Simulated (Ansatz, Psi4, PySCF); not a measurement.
HAl, singlet, geometry from GFN2-xTB (such geometries of metal compounds can be far from the true shape) (in this run its highest filled SCF level lies above zero, so its values depend strongly on the basis, on diffuse functions most of all). Base run: PySCF with PBE/STO-3G.

Geometry (Å):
```xyz
2

Al     0.0000     0.0000    -0.1152
H      0.0000     0.0000     1.4979
```
Charge 0, spin multiplicity 1.
All else is at PySCF's defaults.

The same geometry, method and basis name were run in Ansatz (a first-principles code) and Psi4 and PySCF, at each program's defaults and at the settings that a row names. The base is PySCF at its defaults. Differences at the defaults can come from grids, fitting, cores and function types together.

```csv
code and settings,ΔE vs base (µEh),basis functions,E (Eh),SCF cycles,dipole (D)
"PySCF, defaults (exact integrals, its default grid, spherical functions)",0.0,10,-239.83745,6,1.06
"Psi4, defaults (density fitting with its default set, its default grid, spherical functions)",-713,10,-239.83816,6,1.06
"Ansatz, defaults (factorised integrals, its default grid, spherical functions)",-0.2,10,-239.83745,-,-
"PySCF, density fitting with def2-universal-jkfit",-719,10,-239.83817,6,1.06
"PySCF, fine grid",-0.1,10,-239.83745,6,1.06
"Psi4, exact integrals, spherical functions, fine grid",-0.2,10,-239.83745,7,1.06
"Ansatz, high accuracy",-0.1,10,-239.83745,-,-
```
